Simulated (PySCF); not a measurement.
Order these species by their calculated properties.

Species are written as SMILES; each is one conformer at its optimised geometry, gas phase, non-relativistic unless stated; the electronic structure was computed with PySCF and density fitting.

Dipoles, sizes and rotational constants follow the conformer. The torsions of the flexible species, by atom-mapped SMILES:
- `[CH:1]#[C:2][C:3](=[CH2:4])[C@H:5]1[CH:6][CH2:7]1`: C2–C3–C5–C6 -34°
- `[CH:1]#[C:2][CH:3]([C:4]#[CH:5])[CH2:6][CH2:7]`: C2–C3–C6–C7 -65°
- `[F:1][CH:2]([F:3])[O:4]/[CH:5]=[CH:6]\[O:7][SiH2:8]`: F1–C2–O4–C5 162°, C2–O4–C5–C6 142°, C5–C6–O7–Si8 -8°
- `[CH2:1]=[CH:2][C:3]1[CH:4]=[CH:5][CH:6]=[CH:7]1`: C1–C2–C3–C4 0°
- `[CH2-:1][C:2]([CH3:3])[SiH2:4][CH3:5]`: C1–C2–Si4–C5 173°

Task: Rank by smallest rotational constant, lowest first (GFN2-xTB).
A. `C=C[C]1C=CC=C1` [radical]
B. `FC(F)O/C=C\O[SiH2]` [radical]
C. `n1ncc(c(C#N)c1)Cl`
D. `C#CC(=C)[C@H]1[CH]C1` [radical]
E. `[CH2-][C](C)[SiH2]C` [radical]
F. `C#CC(C#C)C[CH2]` [radical]

Result: C (0.829 GHz), B (0.928 GHz), F (1.443 GHz), A (1.613 GHz), D (1.721 GHz), E (1.922 GHz).

Task: By how much do the two ends of that ranking differ?

Result: By 1.093 GHz, between `[CH2-][C](C)[SiH2]C` [charge -1 and doublet state] and `N#Cc1cnncc1Cl`.

Task: Rank by isotropic g value, highest first (unrestricted B3LYP/pcH-1, mean-field spin–orbit at GFN2-xTB geometries).
A. `FC(F)O/C=C\O[SiH2]` [radical]
B. `[CH2-][C](C)[SiH2]C` [radical]
C. `C#CC(C#C)C[CH2]` [radical]
D. `C#CC(=C)[C@H]1[CH]C1` [radical]

Result: B (2.00281), D (2.00268), C (2.00258), A (2.00220).

Task: By how much do the two ends of that ranking differ?

Result: By 0.00061, between `[CH2-][C](C)[SiH2]C` [charge -1 and doublet state] and `FC(F)O/C=C\O[SiH2]` [doublet state].
